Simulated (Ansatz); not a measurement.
Wavefunction ladder for C₃H₇BSi

```json
{"atom": "C1", "x (Å)": "2.0860", "y (Å)": "-0.2932", "z (Å)": "-1.3944"}
{"atom": "C2", "x (Å)": "1.4483", "y (Å)": "-0.3287", "z (Å)": "-0.2136"}
{"atom": "C3", "x (Å)": "0.0602", "y (Å)": "-0.0149", "z (Å)": "-0.0468"}
{"atom": "B4", "x (Å)": "-0.6699", "y (Å)": "-0.0428", "z (Å)": "1.2412"}
{"atom": "Si5", "x (Å)": "-2.4565", "y (Å)": "0.4721", "z (Å)": "0.8934"}
{"atom": "H6", "x (Å)": "3.1379", "y (Å)": "-0.5373", "z (Å)": "-1.4843"}
{"atom": "H7", "x (Å)": "1.5618", "y (Å)": "-0.0164", "z (Å)": "-2.3038"}
{"atom": "H8", "x (Å)": "2.0010", "y (Å)": "-0.6097", "z (Å)": "0.6797"}
{"atom": "H9", "x (Å)": "-0.4412", "y (Å)": "0.2589", "z (Å)": "-0.9774"}
{"atom": "H10", "x (Å)": "-0.2020", "y (Å)": "-0.3312", "z (Å)": "2.3020"}
{"atom": "H11", "x (Å)": "-3.6328", "y (Å)": "0.6388", "z (Å)": "1.7944"}
{"atom": "H12", "x (Å)": "-2.8927", "y (Å)": "0.8044", "z (Å)": "-0.4902"}
```

The species carries charge 0 and has multiplicity 1. The bonds changed during the relaxation, so this is another structure than the one it started from. The structure was optimised at the PBE0-D4/def2-TZVP level. It is one conformer, not always the lowest. Frozen core, restricted reference, Ansatz 0.2.0. CBS rows extrapolate triple and quadruple zeta; past MP2 they add the triple-zeta difference.

```csv
basis,HF (Eh),MP2 corr.,CCSD corr.,(T),CCSD(T) total
def2-TZVPP,?,-0.71711,?,-0.04034,?
def2-QZVPP,-431.26100,-0.76182,–,–,–
CBS(def2),-431.26306,?,?,as TZ,?
```

(1) Fill in the withheld values. (Estimate.)

## Answers

(1) The calculation gave: def2-TZVPP HF (Eh): -431.24603; def2-TZVPP CCSD corr.: -0.76417; def2-TZVPP CCSD(T) total: -432.05054; CBS(def2) MP2 corr.: -0.79494; CBS(def2) CCSD corr.: -0.84201; CBS(def2) CCSD(T) total: -432.14541.
